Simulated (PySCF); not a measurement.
Computed properties of CHCl₂, SMILES Cl[CH]Cl

CHCl2, SMILES Cl[CH]Cl (connectivity only; charge and spin as stated), charge +1, multiplicity 1. The structure is a stationary point at r2SCAN-D4/def2-TZVP. The multiplicity is an assumed one; other spin states were not compared. The isomer is the one that the SMILES or the coordinates give; other isomers of the formula were not compared. The values are those of a single conformer. All values are computed for the isolated molecule unless a solvent is named; none is compared with measurement here.

**Structure.** The optimised structure has C2v symmetry. All 6 harmonic modes at r2SCAN-D4/def2-TZVP (PySCF) are real, so it is a minimum. With heavy atoms numbered as in [Cl:1][CH:2][Cl:3], the shortest bond between them is Cl1–C2 at 1.623 Å and the longest C2–Cl3 at 1.623 Å.

**Vibrations.** The strongest infrared lines (harmonic, unscaled, degenerate partners summed) lie at 1074 cm⁻¹ (296 km/mol, C 64 %, Cl 20 %, H 16 %), 1317 cm⁻¹ (48 km/mol, H 80 %, C 19 %), 3137 cm⁻¹ (31 km/mol, H 92 %, C 8 %). The softest mode is at 362 cm⁻¹ and the zero-point energy is 10.9 kcal/mol.

**Electronic structure.** PBE0/def2-TZVPD (PySCF) places the frontier levels at -16.39 and -10.45 eV, a gap of 5.94 eV and a mean polarisability of 35.9 bohr³. PBE/def2-TZVPD (PySCF) at the same geometry gives -14.92 and -11.36 eV, so its gap is 2.38 eV narrower. An orbital gap is neither the optical nor the fundamental gap.

**Excitations.** TDA-ωB97X/def2-SVPD (PySCF) has S1 at 4.27 eV (290 nm, f = 0.000, dark); the most intense of the 10 singlets computed lies at 6.12 eV (f = 0.30). T1 (TDA) is at 3.92 eV, 0.35 eV under S1. TDA-PBE/def2-SVPD (PySCF) puts S1 at 3.72 eV. No vertical singlet excitation falls in the visible range (under 3.1 eV).

**NMR.** GIAO shifts at B3LYP/pcSseg-2 (PySCF) (non-relativistic, atoms alike by connectivity averaged): ¹³C at 287.5 ppm against TMS; ¹H at 11.6 ppm against TMS. Without spin–orbit terms, shifts of atoms bonded to Cl or Br come out too high.

**Solvation.** SMD-M06-2X/def2-SVP (PySCF) gives -59.7 kcal/mol in water, -35.5 kcal/mol in benzene, -61.4 kcal/mol in methanol (1 M in both phases, gas-phase geometry); of these solvents methanol holds the molecule best.
